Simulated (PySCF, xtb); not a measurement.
tert-butylarsine (C4H11As), SMILES CC(C)(C)[AsH2].

Geometry: PBE0-D3(BJ)/def2-SVP.

Method: PySCF with C-PCM-PBE0/def2-SVP.

The values are the electrostatic part of the solvation free energy, E(continuum) − E(gas) at the gas-phase geometry, in a cavity of scaled van der Waals radii (PySCF's table); cavitation and dispersion terms are not included. In vacuum the orbital gap is 7.51 eV. The dipole moment in vacuum is 1.13 D.

Question: Estimate the values in water (ε = 78.36), toluene (ε = 2.37), acetonitrile (ε = 35.69). (The exact figures need the calculation; the answer reports its results.)

Answer: 
| solvent | ε | ΔG(elec) (kcal/mol) | dipole (D) | gap (eV) |
|---|---|---|---|---|
| water | 78.36 | -1.3 | 1.51 | 7.62 |
| toluene | 2.37 | -0.7 | 1.32 | 7.57 |
| acetonitrile | 35.69 | -1.3 | 1.50 | 7.62 |

For comparison, GFN2-xTB/ALPB(water) (xtb, at the GFN2-xTB geometry, all terms of that model) gives -0.9 kcal/mol.
